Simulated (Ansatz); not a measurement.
Level of theory: frozen-core CCSD(T)/cc-pVTZ // r2SCAN-D4/def2-TZVP run with Ansatz (a program for electronic structure).

Ansatz 0.2 input:
```yaml
crystal:
  periodic: [false, false, false]
  atoms:
    - { symbol: N, position_ang: [1.298177, 0.642308, 0.702112] }
    - { symbol: C, position_ang: [1.047915, -0.535922, 0.265996] }
    - { symbol: N, position_ang: [-0.061408, -0.790316, -0.481252] }
    - { symbol: C, position_ang: [-1.027833, 0.278945, -0.665216] }
    - { symbol: O, position_ang: [-1.558929, 0.765872, 0.540312] }
    - { symbol: H, position_ang: [2.191897, 0.665186, 1.183066] }
    - { symbol: H, position_ang: [1.681034, -1.415916, 0.429423] }
    - { symbol: H, position_ang: [-0.394536, -1.741191, -0.493793] }
    - { symbol: H, position_ang: [-1.857068, -0.11032, -1.255749] }
    - { symbol: H, position_ang: [-0.521575, 1.076759, -1.219938] }
    - { symbol: H, position_ang: [-0.797674, 1.164597, 0.99504] }
basis:
  gaussian: { orbitals: cc-pVTZ }
correlation:
  method: ccsd_t
```

Output:

```
Functional definition: HF
1363 factors; integrals over basis functions are off by at most 9.7e-4 eV
mean field evaluation 1: about -7154.1430 eV, gradient 4.4e1 eV
mean field evaluation 2: about -7154.4230 eV, gradient 4.4e1 eV
mean field evaluation 4: about -7158.5475 eV, gradient 4.5e0 eV
mean field evaluation 8: about -7158.6156 eV, gradient 4.0e-1 eV
mean field evaluation 16: about -7154.1435 eV, gradient 4.4e1 eV
mean field -7158.61688802 eV, -263.0743183501 hartree, gradient 2.1e-6 eV, S^2 0.000000; 0 other end points of the search recorded, 0 dependent functions left out
5 core orbitals not correlated
reference -7158.61688802 eV, -263.0743183501 hartree; 15, 15 occupied and 214, 214 virtual orbitals, 1363 factors
second order -26.92322194 eV of doubles, -0.00000000 eV of singles
cycle   1  -26.81354866 eV  change    1.1e-1 eV  update   1.1e-1
cycle   2  -27.45368820 eV  change   -6.4e-1 eV  update   3.2e-2
cycle   3  -27.60060594 eV  change   -1.5e-1 eV  update   1.7e-2
cycle   4  -27.58227823 eV  change    1.8e-2 eV  update   4.2e-3
cycle   5  -27.58171671 eV  change    5.6e-4 eV  update   2.1e-3
cycle   6  -27.58280901 eV  change   -1.1e-3 eV  update   6.2e-4
cycle   7  -27.58236330 eV  change    4.5e-4 eV  update   2.5e-4
cycle   8  -27.58221662 eV  change    1.5e-4 eV  update   7.6e-5
cycle   9  -27.58223428 eV  change   -1.8e-5 eV  update   3.4e-5
perturbative correction -1.17514341 eV, -0.0431857237 hartree
Total energy: -7187.37426571 eV, -264.1311324876 hartree
```

Cost: very roughly 5 core-minutes.
